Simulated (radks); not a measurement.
Values are calculated unless marked as measured or tabulated.
The gallium anion Ga- inside a hard spherical wall (all orbitals vanish at R), configuration held at [Ar] 3d10 4s2 4p2 and not refilled when levels cross. Code: a radial shooting solver on a logarithmic mesh with Libxc functionals. Model: non-relativistic Kohn-Sham, LDA (Slater exchange, VWN5 correlation), spin-unpolarised, spherical densities, point nucleus. Eigenvalues in eV, with the zero of energy where the potential of the charges vanishes at infinity; a dash marks a level that is unbound or too diffuse for the functional's potential to be trusted. A positive occupied level is held by the wall or, in an anion where self-interaction has pushed it up, behind a barrier. The pressure on the wall is -dE/dV.

R (bohr)  E (hartree)  kinetic (hartree)    e(3p)    e(3d)   e(4s)   e(4p)  e(5s, empty)  e(5p, empty)  pressure (GPa)
20        -1921.86222           1919.907  -92.749  -15.238  -4.317   1.289         1.621         2.045         0.00194
15        -1921.85925           1919.912  -92.323  -14.812  -3.919   1.618         2.281         3.154          0.0109
12        -1921.85390           1919.924  -91.808  -14.297  -3.461   2.017         3.159         4.603          0.0473
10        -1921.84482           1919.947  -91.201  -13.691  -2.946   2.510         4.360         6.462           0.161
8         -1921.82050           1920.015  -90.115  -12.610  -2.078   3.458         6.952        10.139           0.751
7         -1921.79129           1920.104  -89.179  -11.682  -1.355   4.333         9.515        13.513            1.95
5         -1921.57904           1920.773  -85.115   -7.682   1.975   8.663        22.712        29.389            22.0
3.5       -1920.64050           1923.555  -76.324    0.861  11.485  20.838        59.984        70.744             269
2.5       -1917.21159           1933.451  -59.073   17.862  38.029  52.386        150.87        166.04            2740
2         -1910.73341           1951.945  -37.924   39.897  81.553  100.77        277.65        293.99           12700
